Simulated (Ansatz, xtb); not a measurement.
Relative energy of two structures of H4MoO4S

We compare a, a singlet given by its coordinates, with b, a triplet given by its coordinates. Both are isolated molecules in the gas phase, relaxed with PBE0-D4/def2-SVP.

a (Å):

```xyz
10

Mo    0.0043   -0.1346    0.1271
O    -1.3605    0.2019   -1.1266
O     1.2363   -1.2605    0.9485
O    -1.0596   -0.0176    1.6314
O     1.3100    0.8651   -0.7120
S    -1.4320    1.8094   -0.5930
H    -0.3003   -1.5395   -0.7101
H     1.4528   -2.1892    0.8161
H    -1.7312    0.6911    1.5853
H     0.9801    1.7011   -1.0964
```

Close contacts (Å): Mo1–O2 1.88, Mo1–O3 1.86, Mo1–O4 1.85, Mo1–O5 1.85, Mo1–S6 2.52, O2–S6 1.70, Mo1–H7 1.66, Mo1–H8 2.61, Mo1–H9 2.41, Mo1–H10 2.41, O3–H8 0.96, O4–H9 0.98, O5–H10 0.98.

b (Å):

```json
{"atom": "Mo", "x (Å)": "0.0075", "y (Å)": "-0.1719", "z (Å)": "-0.0232"}
{"atom": "O", "x (Å)": "-0.7613", "y (Å)": "-0.9056", "z (Å)": "-1.5288"}
{"atom": "O", "x (Å)": "1.2349", "y (Å)": "-1.1798", "z (Å)": "0.9664"}
{"atom": "O", "x (Å)": "-1.3145", "y (Å)": "-0.6158", "z (Å)": "1.2675"}
{"atom": "O", "x (Å)": "1.5740", "y (Å)": "0.6471", "z (Å)": "-0.7584"}
{"atom": "S", "x (Å)": "-0.5962", "y (Å)": "2.0154", "z (Å)": "0.4883"}
{"atom": "H", "x (Å)": "-1.4721", "y (Å)": "-1.5590", "z (Å)": "-1.5070"}
{"atom": "H", "x (Å)": "2.1462", "y (Å)": "-0.9935", "z (Å)": "0.6879"}
{"atom": "H", "x (Å)": "-2.0027", "y (Å)": "-0.0238", "z (Å)": "1.5982"}
{"atom": "H", "x (Å)": "1.5831", "y (Å)": "1.5584", "z (Å)": "-1.0791"}
```

Close contacts (Å): Mo1–O2 1.84, Mo1–O3 1.87, Mo1–O4 1.90, Mo1–O5 1.91, Mo1–S6 2.33, Mo1–H7 2.51, Mo1–H8 2.40, Mo1–H9 2.59, Mo1–H10 2.57, O2–H7 0.97, O3–H8 0.97, O4–H9 0.97, O5–H10 0.97.

Estimate E(b) − E(a) at the level CCSD(T)/def2-SVP + ΔMP2/def2-TZVPP.

Calculated at CCSD(T)/def2-SVP + ΔMP2/def2-TZVPP: E(b) − E(a) = −12.1 kcal/mol, so structure b lies lower.

The same difference at several levels:

| level | geometry | E(b) − E(a) (kcal/mol) | departure from the last row (kcal/mol) | job, with rough time for the two |
| --- | --- | --- | --- | --- |
| PBE0-D4/def2-SVP | PBE0-D4/def2-SVP | −21.0 | −8.9 | optimisation, 6.3 min |
| HF/def2-SVP | PBE0-D4/def2-SVP | −75.7 | −63.6 | part of the CCSD(T) run |
| MP2/def2-SVP | PBE0-D4/def2-SVP | −8.7 | +3.4 | part of the CCSD(T) run |
| CCSD(T)/def2-SVP | PBE0-D4/def2-SVP | −20.4 | −8.3 | single point |
| CCSD(T)/def2-SVP + ΔMP2/def2-TZVPP | PBE0-D4/def2-SVP | −12.1 |  | single point, 7.4 min |

The levels shown agree on the order. The largest departure from CCSD(T)/def2-SVP + ΔMP2/def2-TZVPP is that of HF/def2-SVP, 63.6 kcal/mol. Levels run at GFN2-xTB geometries aren't shown. The last row adds to CCSD(T) the change of the MP2 difference between the two basis sets, here +8.3 kcal/mol, a large step that makes the value less sure. The triplet state of b needn't be its ground state.

With thermal terms from frequencies at re-optimised GFN2-xTB minima (ideal gas, soft modes damped towards free rotors, one conformer each, 298.15 K, 1 atm): the zero-point term adds −0.2 kcal/mol; ΔH is −11.4 and ΔG −13.7 kcal/mol.

The T1 diagnostic of structure a is large, so the coupled-cluster value is less sure. Open shells are spin-unrestricted. The correlated steps freeze 9 core orbitals. Atoms past krypton carry core potentials in the def2 sets and no spin–orbit term is included. ΔG holds the spin degeneracy. Codes used: Ansatz 0.2.0, xtb 6.7.1; the last row on 2 threads of Arm Neoverse V1 on a shared host.
